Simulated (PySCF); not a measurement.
C₃H₃, doublet, geometry from GFN2-xTB. Base run: R2SCAN/cc-pVDZ (PySCF).

PySCF was given this input:
```python
from pyscf import gto, scf, dft

mol = gto.M(
    atom='''
C     0.011373    0.000430    0.891075
C     0.062646   -0.660086   -0.417299
C     0.042471    0.661450   -0.417679
H    -0.793042   -0.011643    1.608887
H     0.070983   -1.567004   -0.972284
H     0.023123    1.567880   -0.973188
''',
    basis='cc-pvdz',
    charge=0,
    spin=1,
    verbose=5,
)

mf = dft.UKS(mol)
mf.xc = 'r2scan'
mf.kernel()
```

The base run was repeated with changes; each row names its change, and settings that it needs were set with it.

| change | ΔE vs base (µEh) | fitting functions | dipole (D) |
|---|---|---|---|
| base | 0.0 | - | 1.43 |
| auxbasis = autoaux | -44.6 | 408 | 1.43 |
| auxbasis = def2-universal-jkfit | -50.9 | 279 | 1.43 |
| auxbasis = cc-pvtz-ri | -317 | 333 | 1.43 |
| auxbasis = cc-pvtz-jkfit | -46.7 | 327 | 1.43 |
| auxbasis = even-tempered beta=1.6 | -3.2 | 621 | 1.43 |
| auxbasis = cc-pvdz-jkfit | -94.8 | 279 | 1.43 |
| auxbasis = def2-universal-jfit | -87.4 | 180 | 1.43 |
| auxbasis = def2-tzvp-ri | -175 | 273 | 1.43 |
| auxbasis = even-tempered beta=2.0 | -9.9 | 432 | 1.43 |

A fitting set is made for a task (jfit for Coulomb, jkfit for Coulomb and exchange, ri for correlation) and for a family of orbital bases.

Open shells are given as the SCF converged; they aren't shown to be the lowest states, and a large step between rows can be another state.
